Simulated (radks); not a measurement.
The numbers below are computed, except where a source is named.
All-electron atom: Cu4+ in [Ar] 3d6.5 4s0.5 (fractional occupations, a model configuration). Code: a radial shooting solver on a logarithmic mesh with Libxc functionals. Model: Dirac Kohn-Sham, PBE, spin-unpolarised, spherical densities, finite nucleus; open shells are shared between the two j in proportion to 2j + 1; Fermi nuclear charge, rms radius 3.8823 fm.

Unscreened Slater integrals over Kohn-Sham orbitals (cm^-1). Large and small components are both included.

integral          value
F0(4s1/2,4s1/2)  104740
F0(4s1/2,3d5/2)  131110
G2(4s1/2,3d5/2)   14268
F0(4s1/2,3d3/2)  131190
G2(4s1/2,3d3/2)   14159
F0(4s1/2,3p3/2)  132540
G1(4s1/2,3p3/2)   10288
F0(3d5/2,3d5/2)  255170
F2(3d5/2,3d5/2)  121070
F4(3d5/2,3d5/2)   75933
F0(3d5/2,3d3/2)  255720
F2(3d5/2,3d3/2)  121310
G2(3d5/2,3d3/2)  121160
G4(3d5/2,3d3/2)   75992
F0(3d5/2,3p3/2)  263120
F2(3d5/2,3p3/2)  126260
G1(3d5/2,3p3/2)  154560
G3(3d5/2,3p3/2)   95034
F0(3d3/2,3d3/2)  256280
F2(3d3/2,3d3/2)  121550
F0(3d3/2,3p3/2)  263690
F2(3d3/2,3p3/2)  126480
G1(3d3/2,3p3/2)  154680
G3(3d3/2,3p3/2)   95119
F0(3p3/2,3p3/2)  273730
F2(3p3/2,3p3/2)  137340
